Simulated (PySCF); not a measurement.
Peak assignment

Geometry (Å), atoms numbered from 1 in this order:
```xyz
13

C     2.371   -0.788   -1.244
C     1.350   -0.454   -0.719
C     0.095   -0.065   -0.093
N    -0.983   -0.244   -1.035
C    -1.929   -1.014   -0.763
C     0.146    1.432    0.254
F    -0.943    1.778    0.979
F     1.217    1.717    1.027
H     3.274   -1.079   -1.691
H    -0.044   -0.634    0.845
H    -2.018   -1.588    0.165
H    -2.719   -1.123   -1.491
H     0.180    2.063   -0.646
```

No solvent model, one computed conformer, non-relativistic. σ from GIAO-PBE0/pcSseg-1; GFN2-xTB geometry; PySCF 2.14.

Scale: ¹³C, ¹H vs TMS (reference shieldings calculated alike).

Task: Assign these signals to the numbered atoms. ¹³C{¹H} NMR (computed): δ 162.6, 122.4, 83.2, 82.6, 70.4.

Result: 
| δ (ppm) | atoms | environment | reason |
| --- | --- | --- | --- |
| 162.6 | C5 | C=N carbon | – |
| 122.4 | C6 | sp3 CH bonded to 2 F | 2 electronegative neighbours deshield it |
| 83.2 | C1 | terminal alkyne carbon | the triple bond shields along its axis, which puts it between sp3 and sp2 carbons |
| 82.6 | C2 | alkyne carbon | sp carbons lie upfield of alkene carbons because the cylindrical π system leaves one tensor component strongly shielded |
| 70.4 | C3 | propargylic sp3 CH bonded to N | the inductive effect lowers its shielding |

C1 and C2 lie closer than the usual error of such a calculation, so a measured spectrum could show them in the other order.

Task: Assign these signals to the numbered atoms. ¹H NMR (300 MHz, computed): δ 7.84 (d, 1H), 7.50 (d, 1H), 6.23 (m, 1H), 3.98 (m, 1H), 1.94 (d, 1H).

Result: 
```tsv
δ (ppm)	atoms	environment	reason
7.84	H11	hydrogen on a C=N carbon	–
7.50	H12	hydrogen on a C=N carbon	–
6.23	H13	hydrogen on an sp3 CH bonded to 2 F	its carbon carries F, which withdraws density
3.98	H10	hydrogen on a propargylic sp3 CH bonded to N	its carbon carries N, which withdraws density
1.94	H9	hydrogen on a terminal alkyne carbon	it lies on the axis of the triple bond, in its shielding cone
```

Splittings by ¹⁹F in the carbon and heteronuclear signals aren't shown, as no couplings were computed. Shifts are as computed. Against solution values, carbons near 30 ppm lie about +3 ppm off and those near 130 ppm about +5 ppm. Of 1211 compounds with measured shifts, 218 miss one by over three times the rms of a fit or turn the order of signals round; such compounds aren't used in these exercises. No couplings were computed; multiplicities are counted from neighbouring protons, with m where these are inequivalent, close in shift, in a saturated or five-membered ring or joined by F or P, and br s for small geminal =CH2 splittings.
